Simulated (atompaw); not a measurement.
Sc (Z = 21): one change to a PAW (atompaw) potential, before and after

* Element: scandium (Sc)
* Generator: atompaw 4.2.0.5
* Type: PAW
* Functional: PBE
* Relativity: scalar-relativistic
* Frozen core: [Ne]
* Valence charge: 11
* Reference configuration: 3s2 3p6 3d1 4s0.5 4p0 (charge +1.5)
* Partial waves: 3s (bound): rc 1.45 bohr; 4s (bound): rc 2.10 bohr; 3p (bound): rc 1.70 bohr; 4p (bound, empty): rc 2.10 bohr; 3d (bound): rc 2.10 bohr; 3d channel at 1.3 Ry: rc 1.75 bohr
* Local potential: vpsmatchnc scheme with l = 3 at 0 Ry, radius 2.05 bohr
* Core correction: smooth core density matched at 1.80 bohr
* Augmentation charge: besselshape compensation charge, radius 1.95 bohr; PAW radius 2.10 bohr; waves and projectors: custom polynom2 7 10 vanderbiltortho

All-electron outer shells of the reference configuration (PBE, scalar-relativistic, ld1.x):

```csv
shell,level (eV),outermost node (bohr),outermost maximum (bohr)
2p,-399.34,–,0.23
3s,-66.06,0.42,0.92
3p,-44.63,0.39,0.97
3d,-13.80,–,1.08
4s,-12.74,1.31,2.84
4p,-9.00,1.46,3.38
```

Change: wave 3d channel at 1.3 Ry: rc 1.75 bohr becomes 3d channel at -0.8 Ry: rc 1.75 bohr.

Cutoffs: the cutoffs (Ry, on a coarse ladder) from which the occupation-weighted sum of valence levels, in a spherical-Bessel basis at the reference potential, stays within 10 and 1 mRy of its value at 400 Ry; they do not see the model core or the augmentation charge, which bear on the density cutoff.

**Question.** What does the change do?

**Answer.** The potential gets neither clearly harder nor softer (25 Ry and 50 Ry → 25 Ry and 50 Ry); the p channel sets the loose cutoff, while the largest relative change is in d, which becomes softer; the range in which the d phases agree narrows (upper end 2.6 → 0.6); neither file shows a bound ghost.

| quantity | base | changed |
| --- | --- | --- |
| cutoff, loose | 25 Ry | 25 Ry |
| cutoff, tight | 50 Ry | 50 Ry |
| loose cutoff by channel (10 mRy a level) | s 15 Ry, p 18 Ry, d 18 Ry | s 15 Ry, p 18 Ry, d 15 Ry |
| bound ghosts | none | none |
| s: phases at 2.12 bohr within 0.05 rad from the reference energy up to (Ry; the scan ends near 5) | 0.4 | 0.4 |
| p: phases at 2.12 bohr within 0.05 rad from the reference energy up to (Ry; the scan ends near 5) | 0.9 | 0.9 |
| d: phases at 2.12 bohr within 0.05 rad from the reference energy up to (Ry; the scan ends near 5) | 2.6 | 0.6 |
| lowest overlap eigenvalue by channel | s 0.62, p 0.77, d 1.00 | s 0.62, p 0.77, d 0.34 |

 The cutoffs see the waves, projectors and local potential, not the compensation charge or the core.
